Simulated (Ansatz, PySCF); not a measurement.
Complex: C2H2 (SMILES C#C) (first 4 atoms) with CH3NO (SMILES NC=O); geometry from B3LYP-D3(BJ)/def2-TZVP.
(charge 0, multiplicity 1):
```xyz
10

C     -0.047     0.557    -0.602
C      0.310    -0.196     0.260
H     -0.354     1.208    -1.383
H      0.606    -0.831     1.069
N     -0.540     0.923     3.287
C      0.021    -0.156     3.874
O      0.573    -1.065     3.288
H     -0.520     1.020     2.282
H     -0.980     1.637     3.840
H     -0.070    -0.139     4.975
```

Monomers are frozen at their geometry in the pair; levels with a basis set take the counterpoise correction. Rows marked so take none.

Rows in 6-31G*, STO-3G carry no dispersion term and start afresh at each structure (6-31G* with six Cartesian d functions).

Run with Ansatz (an electronic-structure program); PySCF for 6-31G* rows, STO-3G rows, the dispersion terms. 

Q: One of these levels gives -4.48 kcal/mol for the interaction energy. Which?
(A) HF/6-31G* (no counterpoise)
(B) PBE-D4/def2-TZVPPD
(C) HF/STO-3G (no counterpoise)

A: A, HF/6-31G* (no counterpoise). The others give -2.22 (HF/STO-3G (no counterpoise)), -5.05 (PBE-D4/def2-TZVPPD)
